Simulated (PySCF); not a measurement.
## Levels of Gd⁵³⁺ from EOM-EA-GCCSD

Reference: closed-shell Gd⁵⁴⁺, [Ne]; one electron is added. Calculated with PySCF 2.14, two-component X2C-1e with screened spin-orbit coupling, an uncontracted even-tempered set (17 s from 8.3 bohr⁻², ratio 2.6; 13 p from 11 bohr⁻², ratio 2.6; 6 d from 11 bohr⁻², ratio 2.8; 3 f from 240 bohr⁻², ratio 2.8); frozen 1s2; the 48 highest virtual spinors dropped; of the others 44 kept and the rest restored at second order. No Breit or QED terms. Binding energies in eV.

```
level  Koopmans  second order  EOM-CCSD
3s1/2    5028.5        5029.3    5029.3
3p1/2    4900.7        4901.7    4901.7
3p3/2    4709.4        4710.3    4710.3
3d3/2    4551.1        4551.8    4551.8
3d5/2    4507.7        4508.3    4508.3
```

Electric-dipole lines between these computed levels:

```tsv
lower	upper	ΔE (eV)	vacuum wavelength (nm)
3s1/2	3p1/2	127.63	9.714
3s1/2	3p3/2	319.02	3.886
3p1/2	3d3/2	349.92	3.543
3p3/2	3d3/2	158.53	7.821
3p3/2	3d5/2	202.00	6.138
```

For comparison, the ionisation energy of Gd⁵³⁺ is 5025 ± 5 eV (theoretical estimate listed by NIST; NIST Atomic Spectra Database, ionization energies).

Only part of the computed levels is shown.
